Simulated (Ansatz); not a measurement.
AlB3⁺, relaxed as a doublet with UKS PBE0-D4/def2-TZVP in Ansatz, starting from the GFN1-xTB geometry. Force threshold 0.02 eV/Å.

The charge 1 doublet is spin-contaminated (final ⟨S²⟩ up to 0.86, 0.75 for a pure state). The relaxation made no stability test and no search for a lower SCF solution. The structure comes from a short search, and lower isomers may exist.

Start:

| atom | x (Å) | y (Å) | z (Å) |
| --- | --- | --- | --- |
| B1 | -1.364 | 0.559 | -0.086 |
| B2 | 0.132 | -0.017 | 0.017 |
| B3 | -1.189 | -0.885 | -0.279 |
| Al4 | 2.421 | 0.343 | 0.348 |

```json
{"step": "1", "energy (eV)": "-8605.7279", "largest force component (eV/Å)": "1.592", "SCF passes": "27"}
{"step": "2", "energy (eV)": "-8605.8995", "largest force component (eV/Å)": "0.462", "SCF passes": "31"}
{"step": "3", "energy (eV)": "-8605.9133", "largest force component (eV/Å)": "0.126", "SCF passes": "31"}
{"step": "4", "energy (eV)": "-8605.9138", "largest force component (eV/Å)": "0.005", "SCF passes": "33"}
```

Force components are those of the run's own axes.

End:

Cartesian coordinates in Å:
```
B -1.310 0.587 -0.074
B 0.146 0.021 0.022
B -1.083 -0.903 -0.268
Al 2.247 0.295 0.320
```

By distances, no bond broke or formed. The bond that changes most is B2–Al4, from 2.34 to 2.14 Å (atoms count from 1).

No frequencies were taken in this run, so the end may be a saddle point.

It took 6 s on 4 threads of Arm Neoverse V1 on a shared host.
